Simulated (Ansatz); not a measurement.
Ansatz (a first-principles code) input:
A basis named .json is the Basis Set Exchange file of that set.

Ansatz 0.2 input:
```yaml
crystal:
  periodic: [false, false, false]
  atoms:
    - {symbol: Si, position_ang: [-0.01992572, -0.31729695, -0.10526848]}
    - {symbol: Cl, position_ang: [0.03226839, 1.36576174, -1.30869001]}
    - {symbol: Cl, position_ang: [0.07298909, 0.31035707, 1.86476996]}
    - {symbol: C, position_ang: [-1.63507321, -1.18863320, -0.37432573]}
    - {symbol: C, position_ang: [1.47548584, -1.35263394, -0.46878140]}
    - {symbol: H, position_ang: [-2.47184090, -0.52873731, -0.14412557]}
    - {symbol: H, position_ang: [-1.72314627, -1.50865267, -1.41442929]}
    - {symbol: H, position_ang: [-1.70154849, -2.06842685, 0.26873642]}
    - {symbol: H, position_ang: [1.46635347, -1.67681547, -1.51128208]}
    - {symbol: H, position_ang: [1.48795125, -2.23658965, 0.17188362]}
    - {symbol: H, position_ang: [2.38933801, -0.78503752, -0.29174081]}
basis:
  gaussian:
    orbitals: aug-cc-pV_T+d_Z.json
    fitting: {mean_field: def2-universal-jkfit, correlation: aug-cc-pVTZ-RIFIT.json}
magnetization: {spin_polarized: false}
correlation: {method: mp2, electrons: outside_noble_gas}
```

Q: Predict the final energy.

A: -1288.26683 Eh (RI-MP2/aug-cc-pV(T+d)Z). The basis has 395 functions.
